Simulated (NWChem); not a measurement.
Molecule: CHBFNO; SMILES N(=C=O)BF

```xyz
6

B     -0.5092    -1.2354     0.0000
F      0.3297    -2.2684     0.0000
H     -1.7054    -1.4449     0.0000
N      0.0328     0.0780     0.0000
C      0.0344     1.2920     0.0000
O      0.1060     2.4674     0.0000
```
Atoms are numbered in this order, from 1.

Computed with NWChem. Pople sets run with spherical d functions. Coordinates come from a PBE-D3(BJ)/def2-SVP optimisation. Vertical excitations in the gas phase; the lowest state need not have the same character in each row.

```tsv
level	lowest excitation, singlet (eV)	oscillator strength of that lowest state	lowest state with f > 0.02, singlet (eV)	oscillator strength of that bright state	orbital gap (eV)
PBE/6-31+G*, TDA	[?]	0.003	[?]	[?]	[?]
B3LYP/6-31+G*, TDA	5.73	0.004	6.88	0.068	7.21
Hartree-Fock/6-31+G*, CIS	7.05	0.006	7.90	0.029	14.01
CAM-B3LYP/6-31+G*, TDA	5.90	0.004	7.00	0.061	10.14
```

Question: Some entries are withheld; supply them.

Answer: 
- PBE/6-31+G*, TDA, lowest excitation, singlet (eV): 5.37
- PBE/6-31+G*, TDA, lowest state with f > 0.02, singlet (eV): 6.63
- PBE/6-31+G*, TDA, oscillator strength of that bright state: 0.077
- PBE/6-31+G*, TDA, orbital gap (eV): 5.29
